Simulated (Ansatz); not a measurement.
`[NH2][SnH]1[O][SiH2]1` + `F[BH][AlH2]` → `[O]1[SiH2][SnH2]1` + `[NH2][AlH][BH]F`  (redistribution)

Gas-phase electronic energies from Ansatz, PBE0-D4/def2-TZVP geometries. CCSD(T)/CBS is the MP2 limit (def2-TZVPP, def2-QZVPP) plus CCSD(T) − MP2 in def2-TZVPP, frozen cores. Functionals use def2-TZVPP. B3LYP here is the variant with VWN-RPA as its local correlation; programs differ in this. def2 core potentials past Kr. For Sn outer-core shells are correlated without core-valence functions, which leaves a few kJ/mol of doubt a bond. One conformer a species, not always the lowest.

```tsv
level	ΔE (kcal/mol)	difference from CCSD(T)/CBS
PBE-D4	-22.0	0.4
r2SCAN-D4	-23.5	-1.1
PBE0-D4	-22.7	-0.3
B3LYP-D4	-22.7	-0.3
ωB97X-V	-22.3	0.1
ωB97M-V	-23.1	-0.7
B2PLYP	-22.9	-0.5
PBE	-22.2	0.2
r2SCAN	-23.5	-1.1
PBE0	-22.9	-0.5
B3LYP	-23.1	-0.7
HF/def2-TZVPP	-22.9	-0.5
MP2/def2-TZVPP	-22.5	-0.1
SCS-MP2/def2-TZVPP	-22.3	0.1
CCSD/def2-TZVPP	-23.2	-0.8
CCSD(T)/def2-TZVPP	-23.0	-0.6
HF/def2-QZVPP	-22.9	-0.5
MP2/def2-QZVPP	-22.1	0.3
SCS-MP2/def2-QZVPP	-22.0	0.4
HF/CBS(def2)	-22.9	-0.5
MP2/CBS(def2)	-21.9	0.5
CCSD/CBS(def2)	-22.6	-0.2
CCSD(T)/CBS	-22.4	0
```

Largest T1 diagnostic among the species: 0.017.
